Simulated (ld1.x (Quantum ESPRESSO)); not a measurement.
# Sr, TM semilocal: configuration errors across variants

```json
{
  "Element": "strontium (Sr)",
  "Generator": "ld1.x (Quantum ESPRESSO) 7.5",
  "Type": "norm-conserving Troullier–Martins (semilocal form)",
  "Functional": "LDA (PZ)",
  "Relativity": "scalar-relativistic",
  "Frozen core": "[Ar] 3d10 4s2",
  "Valence charge": "8",
  "Reference configuration": "4p6 4d0 5s2 5p0",
  "Partial waves": "4p (bound): rc 2.60 bohr; 4d (bound, empty): rc 3.80 bohr; 5s (bound): rc 2.95 bohr",
  "Local potential": "the s channel",
  "Core correction": "none"
}
```

All-electron excitation energies from the reference (eV): (1) 4p6 4d0 5s1 5p0 6.063; (2) 4p6 4d0 5s0 5p0 17.244; (3) 4p6 4d0 5s1.5 5p0 2.413; (4) 4p6 4d0 5s0 5p2 4.927; (5) 4p6 4d0 5s1 5p1 2.391; (6) 4p6 4d1 5s0 5p0 7.861; (7) 4p6 4d0 5s0 5p1 9.105; (8) 4p6 4d0 5s1 5p0 spin 5.887; (9) 4p6 4d0 5s1.5 5p0 spin 2.379.

Spin tests fill each open shell by Hund’s rule, majority spin first.

A semilocal file is local in each channel, so a ghost entry of none says nothing of the separable form that plane-wave codes build from it.

A true bound ghost makes a file unfit for plane-wave use even where its test errors are small: the radial tests pick states by their node count and pass the ghost by.

Errors AE − PS in meV (a dash: test not solved or not reliable):

| change | (1) | (2) | (3) | (4) | (5) | (6) | (7) | (8) | (9) | bound ghosts |
| --- | --- | --- | --- | --- | --- | --- | --- | --- | --- | --- |
| base | +5.4 | +19 | +1.2 | +102 | +44 | +2.1 | +85 | +7.8 | +1.7 | none |
| all radii scaled by about 0.77 (s 2.26, p 2.00, d 2.92 bohr) | +43 | +23 | +8.6 | +72 | +30 | +12 | +61 | +97 | +15 | s (extra level of the local part) |
| all radii scaled by about 0.92 (s 2.70, p 2.38, d 3.48 bohr) | +7.9 | +17 | +1.8 | +98 | +42 | +2.4 | +81 | +8.5 | +2.1 | none |
| all radii scaled by about 1.06 (s 3.12, p 2.76, d 4.02 bohr) | +5.0 | +21 | +1.0 | +91 | +39 | +4.5 | +77 | +8.1 | +1.7 | none |
| all radii scaled by about 1.14 (s 3.38, p 2.98, d 4.34 bohr) | +4.7 | +23 | +1.0 | +45 | +19 | +10 | +43 | +8.4 | +1.7 | none |
| all radii scaled by about 1.25 (s 3.68, p 3.24, d 4.74 bohr) | +4.7 | +19 | +1.0 | -98 | -43 | +19 | -64 | +7.8 | +1.6 | none |
| all radii scaled by about 1.31 (s 3.86, p 3.40, d 4.98 bohr) | +4.7 | +14 | +1.0 | -154 | -67 | +21 | -106 | +6.7 | +1.5 | none |
| all radii scaled by about 1.37 (s 4.04, p 3.56, d 5.20 bohr) | +4.5 | +8.2 | +1.1 | -290 | -125 | +20 | -206 | +5.7 | +1.4 | none |

(1) Give the same row for: all radii scaled by about 0.82 (s 2.42, p 2.14, d 3.12 bohr).

Results:

(1) +17, +17, +3.8, +80, +34, +5.2, +66, +20, +4.5; bound ghosts: none.
